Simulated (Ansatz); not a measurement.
Start from `[SiH3][SiH2]B1C[SiH2]1` and change one atom or group to get `ClB1C[SiH2]1`.

Ansatz, PBE0-D4/def2-TZVP geometries, multiplicity 1. Each molecule was computed in one conformer, which needn't be the lowest.

```csv
property,`[SiH3][SiH2]B1C[SiH2]1`
HOMO–LUMO gap (ωB97M-V/def2-TZVPP) / eV,8.82
size of the dipole moment (PBE/def2-TZVPP) / D,1.44
HOMO energy (ωB97M-V/def2-TZVPP) / eV,-8.89
HOMO–LUMO gap (PBE/def2-TZVPP) / eV,3.04
size of the dipole moment (B3LYP/def2-TZVPP) / D,1.49
HOMO energy (B3LYP/def2-TZVPP) / eV,-6.66
```

Problem. What does the change do to each property? (Best estimate.)

Solution. Computed: 
```
                                        property  `ClB1C[SiH2]1`  shift
         HOMO–LUMO gap (ωB97M-V/def2-TZVPP) / eV            9.17   0.35
  size of the dipole moment (PBE/def2-TZVPP) / D            1.19  -0.25
           HOMO energy (ωB97M-V/def2-TZVPP) / eV           -8.92  -0.03
             HOMO–LUMO gap (PBE/def2-TZVPP) / eV            3.07   0.03
size of the dipole moment (B3LYP/def2-TZVPP) / D            1.25  -0.24
             HOMO energy (B3LYP/def2-TZVPP) / eV           -6.66   0.00
```

The zero-point energy changes by -108.0 kJ/mol with -18 modes. Dipoles are sizes alone; their direction can turn.

Positive LUMOs are unbound, so they and the gaps depend on the basis.

B3LYP here is the variant with VWN-RPA as its local correlation; programs differ in this.
